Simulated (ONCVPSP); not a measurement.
## N: one change to an ONCV potential, before and after

* Element: N
* Generator: ONCVPSP 4.0.1
* Type: optimised norm-conserving Vanderbilt (ONCV)
* Functional: PBE
* Relativity: non-relativistic
* Frozen core: [He]
* Valence charge: 5
* Reference configuration: 2s2 2p3
* Partial waves: 2s: rc 1.05 bohr, ncon 4, nbas 8, qcut 4.8 1/bohr, 2 projectors, debl 3.2 Ha; 2p: rc 2.00 bohr, ncon 4, nbas 7, qcut 6.1 1/bohr, 3 projectors, debl 3.9 Ha; d scattering state at 0.41 Ha: rc 2.10 bohr, ncon 5, nbas 9, qcut 4.3 1/bohr, 1 projector
* Local potential: polynomial inside 0.75 bohr (lpopt 3, dvloc0 6 Ha)
* Core correction: none

All-electron outer shells of the reference configuration (PBE, non-relativistic, ld1.x):

```tsv
shell	level (eV)	outermost node (bohr)	outermost maximum (bohr)
1s	-384.48	–	0.15
2s	-18.56	0.32	1.02
2p	-7.10	–	0.98
```

Change: all radii scaled by about 0.87 (s 0.92, p 1.74, d 1.82 bohr); local potential polynomial inside 0.66 bohr (lpopt 3, dvloc0 6 Ha).

Cutoffs: the cutoffs (Ha) at which the residual kinetic energy of the hardest occupied pseudo-wave falls to 1 and 0.1 mHa per electron; they do not see the model core or the augmentation charge, which bear on the density cutoff. Errors are all-electron minus pseudo energies relative to the spin-unpolarised reference configuration.

What does the change do?

The potential gets harder (125 Ha and 158 Ha → 164 Ha and 206 Ha); of the 4 tests that both files solve, the error grows in 0 and shrinks in 4 by more than 15 % and 0.3 meV (median size 310.1 → 207.6 meV); neither file shows a bound ghost. A smaller radius makes the pseudo-wave follow the all-electron one further in, where it bends more sharply, so more plane waves are needed. Less of the atom is replaced, so other configurations are described better.

```json
{"quantity": "cutoff, loose", "base": "125 Ha", "changed": "164 Ha"}
{"quantity": "cutoff, tight", "base": "158 Ha", "changed": "206 Ha"}
{"quantity": "loose cutoff by channel", "base": "s 125 Ha, p 15 Ha", "changed": "s 164 Ha, p 17 Ha"}
{"quantity": "bound ghosts", "base": "none", "changed": "none"}
{"quantity": "GHOST(+) flags under 300 eV", "base": "none", "changed": "none"}
{"quantity": "error for 2s2 2p2, meV [ΔE 13.60 eV]", "base": "+70", "changed": "+45"}
{"quantity": "error for 2s2 2p1, meV [ΔE 42.46 eV]", "base": "+550", "changed": "+370"}
{"quantity": "error for 2s2 2p0, meV [ΔE 89.54 eV]", "base": "+2060", "changed": "+1459"}
{"quantity": "error for 2s1 2p3, meV [ΔE 25.34 eV]", "base": "-61", "changed": "-36"}
```
